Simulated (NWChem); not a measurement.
Species: CH$_{4}$SSi, singlet; SMILES C[Si]S

```xyz
7

Si    -0.7904    -0.5603    -0.0029
C      0.7862    -1.6618    -0.0029
H      0.8801    -2.1107     0.9981
H      1.7346    -1.1691    -0.2419
H      0.6411    -2.5017    -0.6955
S      0.2454     1.3403    -0.0023
H     -0.8345     2.1524     0.0343
```
Atoms are numbered in this order, from 1.

Results from NWChem. Low-valent species are run as closed-shell singlets; no triplet was tried in these runs. The geometry was optimised at B3LYP/6-31G* (spherical d). Total energies compare along this basis series because the functional is fixed.

```
level             basis functions  energy (Ha)  highest occupied level (eV)  orbital gap (eV)  dipole (D)
----------------  ---------------  -----------  ---------------------------  ----------------  ----------
PBE0/pcseg-1                   70    -727.8390                        -6.59              4.32         ___
PBE0/aug-pcseg-1              113    -727.8448                        -6.57              4.34        0.52
PBE0/pcseg-2                  154    -727.9266                        -6.55              4.35        0.59
PBE0/STO-3G                    27    -719.6369                        -3.19              5.17        0.81
PBE0/def2-SVP                  70    -727.6337                        -6.46              4.39        0.35
```

Q: What belongs in the gaps?

A: 
- PBE0/pcseg-1, dipole (D): 0.64
